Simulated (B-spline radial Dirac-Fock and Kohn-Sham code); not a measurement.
Model: Dirac-Fock (average of configuration) total-energy differences with a finite nucleus, the Breit interaction including its frequency dependence, and self-energy and vacuum-polarisation corrections. Program: a radial atomic solver. The model has no electron correlation.

**Question.** Identify the element and charge state from the binding energies below (tabulated ground configuration; the least bound level is included).

```
level  binding energy (eV)
    K              71009.5
   L1              13599.8
   L2              13036.5
   L3              11698.9
   M5               3264.1
   N1               1872.8
 N4,5               1497.1
```

**Answer.** W³⁵⁺: Z = 74 with 39 electrons, [Kr] 4d3. The hydrogen-like estimate √(E/Ry) = 72.2 for the K level lies 1.8 below Z (screening lowers it, relativity raises it); the outermost level, at 1497.1 eV, fixes the charge.

**Question.** Identify the element and charge state from the binding energies below (tabulated ground configuration; the least bound level is included).

```
level  binding energy (eV)
   L1               5580.8
   L2               5250.4
   M2               1472.4
   M3               1419.0
   M5               1174.5
   N1                677.7
 N2,3                623.5
```

**Answer.** Te²¹⁺: Z = 52 with 31 electrons, [Ar] 3d10 4s2 4p1.

**Question.** Identify the element and charge state from the binding energies below (tabulated ground configuration; the least bound level is included).

| level | binding energy (eV) |
| --- | --- |
| 1s | 89397.9 |
| 2s | 21806.6 |
| 2p | 20209.0 |

**Answer.** Au⁷³⁺: Z = 79 with 6 electrons, [He] 2s2 2p2. The hydrogen-like estimate √(E/Ry) = 81.1 for the K level lies 2.1 above Z (screening lowers it, relativity raises it); the outermost level, at 20209.0 eV, fixes the charge.

Values without a named source are computed, but for edge energies of neutral atoms, which are taken from tables.
